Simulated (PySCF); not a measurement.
W(O)(NH)(F)(Cl) (ClFHNOW), SMILES [Cl][W](=[NH])(=[O])[F], multiplicity 1.

Geometry optimised at PBE-D3(BJ)/def2-SVP. The multiplicity is an assumed one; no other spin state was optimised. The structure was generated by enumeration; whether it is a known compound was not checked. The def2 effective core potentials stand for the cores of W; spin–orbit coupling is left out.

Level of theory: PBE/def2-TZVP (PySCF).

Gas-phase values at a fixed geometry.

Estimate the frontier levels, gap, dipole moment and polarisability. (An estimate is asked for; the answer gives what the named calculation found.)


```
Property                                                                                                       Result
---------------------------------------------------------------------------------------------  ----------------------
highest occupied level                                                                                       -7.38 eV
lowest empty level                                                                                           -3.34 eV
orbital gap                                                                                                   4.04 eV
dipole moment                                                                                                  1.39 D
quadrupole, principal values (traceless, Buckingham form, about the centre of nuclear charge)  -6.36, -3.25, 9.61 D·Å
mean static polarisability                                                                       60.4 bohr³ (8.95 Å³)
polarisability, principal values                                                               50.6, 59.5, 71.2 bohr³
```
